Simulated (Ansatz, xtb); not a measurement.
**C4H2F2Sn: which of two structures lies lower**

Structure a: `C#[C][Sn]([F])([F])[C]#C`, a singlet. Structure b: a singlet given by its coordinates. Both are isolated molecules in the gas phase, relaxed with PBE0-D4/def2-SVP.

a (Å):

```xyz
9

C     1.1665   -2.6778   -0.0740
C     0.8010   -1.5478   -0.3304
C    -0.8665    1.3535    0.7048
C    -1.4856    1.9367    1.5726
F    -0.8741    0.3302   -2.3657
F     1.7091    1.4183   -1.2539
Sn    0.1812    0.3644   -0.7616
H     1.4914   -3.6794    0.1510
H    -2.0344    2.4555    2.3402
```

b (Å):

```yaml
atoms:
  - { symbol: C, position_ang: [-1.9867, -2.0674, -0.0956] }
  - { symbol: C, position_ang: [-1.6154, -1.2777, 0.7451] }
  - { symbol: C, position_ang: [-1.0582, -0.3534, 1.6678] }
  - { symbol: C, position_ang: [-1.7201, 0.1932, 2.7077] }
  - { symbol: F, position_ang: [-2.4135, -2.8993, -0.9633] }
  - { symbol: F, position_ang: [0.9708, 1.4326, 2.9754] }
  - { symbol: Sn, position_ang: [1.0476, 0.2496, 1.4009] }
  - { symbol: H, position_ang: [-2.7694, -0.0424, 2.9247] }
  - { symbol: H, position_ang: [-1.2038, 0.8991, 3.3671] }
```

Close contacts (Å): C1–C2 1.21, C1–F5 1.28, C2–C3 1.42, C3–C4 1.35, C3–Sn7 2.21, F6–Sn7 1.97, C4–H8 1.10, C4–H9 1.10.

Problem. Estimate which is lower in electronic energy at CCSD(T)/def2-SVP + ΔMP2/def2-TZVPP, and by roughly how much.

Solution. The CCSD(T)/def2-SVP + ΔMP2/def2-TZVPP calculation puts structure a lower, by 40.9 kJ/mol.

The same difference at several levels:

```csv
level,geometry,E(b) − E(a) (kJ/mol),departure from the last row (kJ/mol),"job, with rough time for the two"
GFN2-xTB,GFN2-xTB,−241.9,−282.8,"optimisation, 0.44 s"
HF/STO-3G,GFN2-xTB,+147.5,+106.6,"single point, 1.2 s"
r2SCAN-D4/def2-SVP,GFN2-xTB,−34.0,−74.9,"single point, 5.4 s"
PBE0-D4/def2-SVP,PBE0-D4/def2-SVP,−61.7,−102.6,"optimisation, 62 s"
HF/def2-SVP,PBE0-D4/def2-SVP,+22.4,−18.5,part of the CCSD(T) run
MP2/def2-SVP,PBE0-D4/def2-SVP,+45.4,+4.4,part of the CCSD(T) run
CCSD(T)/def2-SVP,PBE0-D4/def2-SVP,+22.2,−18.7,single point
CCSD(T)/def2-SVP + ΔMP2/def2-TZVPP,PBE0-D4/def2-SVP,+40.9,,"single point, 1.7 min"
```

GFN2-xTB, r2SCAN-D4/def2-SVP, PBE0-D4/def2-SVP put the two in the other order. The largest departure from CCSD(T)/def2-SVP + ΔMP2/def2-TZVPP is that of GFN2-xTB, 282.8 kJ/mol. The last row adds to CCSD(T) the change of the MP2 difference between the two basis sets, here +18.7 kJ/mol, a large step that makes the value less sure.

With thermal terms from frequencies at re-optimised GFN2-xTB minima (ideal gas, soft modes damped towards free rotors, one conformer each, 298.15 K, 1 atm): on the last row, ΔE + ΔZPE = +52.6, ΔH = +49.3, ΔG = +53.2 kJ/mol.

The correlated steps freeze 10 core orbitals; the filled d shell of Sn is correlated, in a basis made for valence electrons. Atoms past krypton carry core potentials in the def2 sets, other sets are all-electron and non-relativistic, and no spin–orbit term is included. Programs: Ansatz 0.2.0, xtb 6.7.1; the last row on 2 threads of Arm Neoverse V2 on a shared host.
